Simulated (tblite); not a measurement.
Species: C3H3F2OS (charge -1).
Atom-mapped SMILES: `[CH3:1][O:2]/[C:3]([F:4])=[C:5](/[F:6])[S-:7]` (hydrogens: H8, H9, H10 on C1)
Bond orders are those of one Lewis drawing.

Computed with GFN2-xTB (tblite), gas phase: Langevin dynamics at 300 K from the optimised GFN2-xTB geometry, time step 0.5 fs, friction 0.01 fs⁻¹, 2000 steps.

Start geometry:
```
atom  x, y, z in Å
C1      1.452   -0.203    0.332
O2      0.588   -0.655   -0.701
C3     -0.739   -0.504   -0.429
F4     -1.340   -1.725   -0.117
C5     -1.424    0.647   -0.315
F6     -2.764    0.515    0.007
S7     -0.814    2.199   -0.548
H8      2.468   -0.348   -0.036
H9      1.305   -0.778    1.254
H10     1.277    0.858    0.529
```

The statistics below take the 31 frames saved every 25 fs from 250 to 1000 fs; their kinetic temperature (all 3N coordinates) averages 284 K.

Question: How do the bond lengths spread?

Answer: 
```
  bond  start (Å)  mean (Å)  standard deviation (Å)  shortest (Å)  longest (Å)
 C1–O2      1.420     1.430                   0.025         1.382        1.479
 O2–C3      1.363     1.367                   0.028         1.295        1.427
 C3–F4      1.397     1.401                   0.027         1.347        1.462
 C3=C5      1.344     1.347                   0.019         1.317        1.381
 C5–F6      1.384     1.386                   0.033         1.323        1.449
 C5–S7      1.684     1.684                   0.023         1.639        1.740
 C1–H8      1.089     1.094                   0.024         1.037        1.137
 C1–H9      1.096     1.104                   0.040         1.026        1.187
C1–H10      1.094     1.096                   0.027         1.048        1.146
```

Question: Give the same statistics for bond angles, one of each kind among heavy atoms.

Answer: 
| angle | start (°) | mean (°) | standard deviation (°) | smallest (°) | largest (°) |
| --- | --- | --- | --- | --- | --- |
| C1–O2–C3 | 114.4 | 116.5 | 4.0 | 110.7 | 127.3 |
| O2–C3–F4 | 111.5 | 111.0 | 3.1 | 105.8 | 115.9 |
| O2–C3–C5 | 127.5 | 127.6 | 2.9 | 120.6 | 132.2 |
| F4–C3–C5 | 120.7 | 120.6 | 3.8 | 113.3 | 131.0 |
| C3–C5–F6 | 115.6 | 115.3 | 2.6 | 108.9 | 120.2 |
| C3–C5–S7 | 126.3 | 126.3 | 3.5 | 120.7 | 134.9 |
| F6–C5–S7 | 118.1 | 118.0 | 2.5 | 114.0 | 122.4 |

Question: How far does each atom move about its mean position (frames aligned on the start, all atoms weighted alike), and what rms force does it feel?

Answer: 
```tsv
atom	rms displacement (Å)	rms force (eV/Å)
C1	0.08	1.66
O2	0.14	1.33
C3	0.10	1.43
F4	0.22	0.85
C5	0.12	1.31
F6	0.21	0.93
S7	0.30	0.74
H8	0.47	0.95
H9	0.55	1.34
H10	0.54	0.97
```

The displacements run from 0.08 to 0.55 Å, the largest at H9.

Question: Follow the torsion C1–O2–C3–F4 through every second one of these frames.

Answer: 
```tsv
t (fs)	C1–O2–C3–F4 (°)
250	-104
300	-107
350	-104
400	-89
450	-98
500	-107
550	-103
600	-106
650	-103
700	-110
750	-108
800	-95
850	-107
900	-121
950	-120
1000	-111
```

Largest departure from the start value over all these frames: C1–O2–C3–F4 22° (start -105°).

Question: How widely does the potential energy scatter, against a harmonic estimate?

Answer: Mean 0.31 eV above the start, standard deviation 0.066 eV, range 0.12 to 0.41 eV. For 24 classical harmonic modes at 300 K the canonical values are 24kT/2 = 0.31 eV and kT·√(24/2) = 0.090 eV.

The run is classical and short, so these are rough statistics of one trajectory.

The cost below is that of the whole dynamics run. Hardware: an Intel Xeon at 2.50 GHz with one thread, no GPU, shared host with 64 logical CPUs at a one-minute load of 54. Cost: 25 s of wall time, 0.18 GiB resident at most.
